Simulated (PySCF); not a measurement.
PySCF 2.14 output of an unrestricted BP86 calculation on a single atom or ion in aug-cc-pVDZ-PP with ECP28MDF (5s4p3d, 32 functions), with scalar relativity through the core potential:

```
SCF conv_tol = 1e-09
number electrons alpha = 12  beta = 10
    A. D. Becke.,  Phys. Rev. A 38, 3098 (1988)
    J. P. Perdew.,  Phys. Rev. B 33, 8822 (1986)
cycle= 1 E= -239.996337466475  delta_E= -0.0075  |g|= 0.0168  |ddm|= 0.514
cycle= 2 E= -239.996415409547  delta_E= -7.79e-05  |g|= 0.00634  |ddm|= 0.0238
cycle= 3 E= -239.996428910574  delta_E= -1.35e-05  |g|= 0.00077  |ddm|= 0.017
cycle= 4 E= -239.996429221731  delta_E= -3.11e-07  |g|= 2.22e-05  |ddm|= 0.00376
cycle= 5 E= -239.996429222129  delta_E= -3.99e-10  |g|= 3.29e-07  |ddm|= 9.69e-05
converged SCF energy = -239.996429222129  <S^2> = 2.0013995  2S+1 = 3.0009328
```

The run itself started from symmetry-adapted Hartree-Fock orbitals and held the occupation by maximum overlap, on a logarithmic radial grid, so the iterations belong to that start.

**Question.** Which element, charge and spin multiplicity is this?

**Answer.** Sb⁺ (antimony, charge +1), multiplicity 3; the state was [Kr] 4d10 5s2 5p2, high-spin 3P determinant.

Energies and moments cover only the electrons outside the core potential.
